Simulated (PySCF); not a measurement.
Below is a simulated gas-phase C 1s photoelectron spectrum of `FC(F)C1[SiH2]C[SiH2]1`.

Every computed line was given a Gaussian of 0.4 eV full width at half maximum and an area set by the number of equivalent atoms; the highest printed point is 100. The calculation used delta-SCF UKS SCAN, pcX-2 on the ionised atom, pcseg-1 elsewhere, spin-free X2C in PySCF 2.14.0.

binding energy (eV), intensity and a bar:
```
    289.2          0 
    289.4          6 ##
    289.6         45 ##############
    289.8        100 ##############################
    290.0         94 ############################
    290.2         37 ###########
    290.4          4 #
    290.6          0 
    290.8          0 
    291.0          0 
    291.2          0 
    291.4          0 
    291.6          0 
    291.8          0 
    292.0          0 
    292.2          0 
    292.4          0 
    292.6          0 
    292.8          0 
    293.0          0 
    293.2          0 
    293.4          0 
    293.6          0 
    293.8          0 
    294.0          0 
    294.2          0 
    294.4          0 
    294.6          0 
    294.8          0 
    295.0          2 #
    295.2         24 #######
    295.4         65 ####################
    295.6         45 #############
    295.8          8 ##
    296.0          0
```

Task: Count the maxima, the lines and the sites behind this envelope.

Result: The curve has 2 maxima (at 289.9 and 295.4 eV). Under it lie 3 lines from 3 inequivalent carbon sites. At this width some lines have no maximum of their own.

Task: Decompose the envelope and assign each component. Numbering: `[F:1][CH:2]([F:3])[CH:4]1[SiH2:5][CH2:6][SiH2:7]1`.

Result: 
```
position (eV)  relative area  line  atoms                  environment
       289.77              1  C 1s     C6  sp3 carbon bound to silicon
       290.00              1  C 1s     C4  sp3 carbon bound to silicon
       295.45              1  C 1s     C2                  CHF2 carbon
```

Task: What are the centre and the root-mean-square width of the whole band?

Result: The area-weighted mean of the lines is 291.74 eV. Their own spread about it is 2.62 eV (rms) and each Gaussian has σ = 0.4/2.355 = 0.17 eV; the variances add, which gives 2.63 eV.

Lowest listed C 1s: C6, bonded to 2 H and 2 Si. Highest, 5.68 eV above it: C2, bonded to 2 F, C and H.

The curve has no shake-up lines and no vibrational structure. Isolated species at its PBE0-D3(BJ)/def2-SVP geometry (one conformer only).

The values belong to the conformer `[F:1][CH:2]([F:3])[CH:4]1[SiH2:5][CH2:6][SiH2:7]1`: F1–C2–C4–Si5 51°.
